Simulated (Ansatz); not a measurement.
One change: `C#CB[SiH2]C` becomes `B[SiH2]B[SiH2]C`.

Ansatz, PBE0-D4/def2-TZVP geometries, multiplicity 1. Each molecule was computed in one conformer, which needn't be the lowest.

```
                                        property  `C#CB[SiH2]C`
  size of the dipole moment (PBE/def2-TZVPP) / D           1.60
size of the dipole moment (B3LYP/def2-TZVPP) / D           1.56
           HOMO–LUMO gap (B3LYP/def2-TZVPP) / eV           4.50
            HOMO–LUMO gap (PBE0/def2-TZVPP) / eV           4.86
             HOMO–LUMO gap (PBE/def2-TZVPP) / eV           2.79
               HOMO energy (PBE/def2-TZVPP) / eV          -6.33
```

Question: What does the change do to each property? (An estimate is asked.)

Answer: Ansatz gave: 
| property | `B[SiH2]B[SiH2]C` | shift |
| --- | --- | --- |
| size of the dipole moment (PBE/def2-TZVPP) / D | 0.61 | -0.99 |
| size of the dipole moment (B3LYP/def2-TZVPP) / D | 0.56 | -1.00 |
| HOMO–LUMO gap (B3LYP/def2-TZVPP) / eV | 4.02 | -0.48 |
| HOMO–LUMO gap (PBE0/def2-TZVPP) / eV | 4.36 | -0.50 |
| HOMO–LUMO gap (PBE/def2-TZVPP) / eV | 2.39 | -0.40 |
| HOMO energy (PBE/def2-TZVPP) / eV | -6.50 | -0.17 |

With PBE0 the HOMO falls by 0.09 eV and the LUMO falls by 0.59 eV, so the gap narrows by about 0.50 eV. PBE moves the HOMO by -0.17 eV and ωB97M-V by -0.03 eV. Dipoles are sizes alone; their direction can turn.

B3LYP here is the variant with VWN-RPA as its local correlation; programs differ in this.
